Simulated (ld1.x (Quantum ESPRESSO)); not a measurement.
# u(r) = r·R(r): atom against pseudo-atom (tin)

Columns: radius, all-electron u(r) and pseudo u(r) of the 5s shell (level -26.53 eV) of tin in the configuration [Kr] 4d10 5s2 5p0; LDA (PZ), scalar-relativistic, ultrasoft scheme, ld1.x (Quantum ESPRESSO) 7.5.

```json
{"r (bohr)": "0.123", "all-electron": "-0.0835", "pseudo": "0.0932"}
{"r (bohr)": "0.245", "all-electron": "0.2520", "pseudo": "0.1842"}
{"r (bohr)": "0.368", "all-electron": "0.0577", "pseudo": "0.2732"}
{"r (bohr)": "0.490", "all-electron": "-0.2431", "pseudo": "0.3574"}
{"r (bohr)": "0.613", "all-electron": "-0.3836", "pseudo": "0.4371"}
{"r (bohr)": "0.735", "all-electron": "-0.3459", "pseudo": "0.5098"}
{"r (bohr)": "0.858", "all-electron": "-0.1963", "pseudo": "0.5760"}
{"r (bohr)": "0.980", "all-electron": "-0.0024", "pseudo": "0.6338"}
{"r (bohr)": "1.103", "all-electron": "0.1951", "pseudo": "0.6838"}
{"r (bohr)": "1.225", "all-electron": "0.3696", "pseudo": "0.7248"}
{"r (bohr)": "1.348", "all-electron": "0.5139", "pseudo": "0.7573"}
{"r (bohr)": "1.470", "all-electron": "0.6232", "pseudo": "0.7807"}
{"r (bohr)": "1.593", "all-electron": "0.7011", "pseudo": "0.7957"}
{"r (bohr)": "1.715", "all-electron": "0.7502", "pseudo": "0.8022"}
{"r (bohr)": "1.838", "all-electron": "0.7756", "pseudo": "0.8005"}
{"r (bohr)": "1.960", "all-electron": "0.7813", "pseudo": "0.7910"}
{"r (bohr)": "2.083", "all-electron": "0.7715", "pseudo": "0.7740"}
{"r (bohr)": "2.205", "all-electron": "0.7499", "pseudo": "0.7501"}
{"r (bohr)": "2.328", "all-electron": "0.7192", "pseudo": "0.7192"}
{"r (bohr)": "2.450", "all-electron": "0.6826", "pseudo": "0.6826"}
{"r (bohr)": "2.573", "all-electron": "0.6416", "pseudo": "0.6416"}
{"r (bohr)": "2.695", "all-electron": "0.5986", "pseudo": "0.5986"}
{"r (bohr)": "2.818", "all-electron": "0.5544", "pseudo": "0.5544"}
{"r (bohr)": "2.940", "all-electron": "0.5106", "pseudo": "0.5106"}
{"r (bohr)": "3.063", "all-electron": "0.4674", "pseudo": "0.4674"}
{"r (bohr)": "3.185", "all-electron": "0.4261", "pseudo": "0.4261"}
```

How many radial nodes do the two functions have?

The all-electron 5s function has n − l − 1 = 4 (the table is too coarse to show those close to the nucleus); the pseudo-wave has 0, since the states of the same l below it are removed with the core.

At about which radius was the pseudo-wave matched?

2.30 bohr, where the columns begin to agree (steps of 0.12 bohr).

Is the pseudo-wave norm-conserving?

No, it belongs to an ultrasoft set: the norm inside the radius is not constrained, and the difference is carried by the augmentation charge.
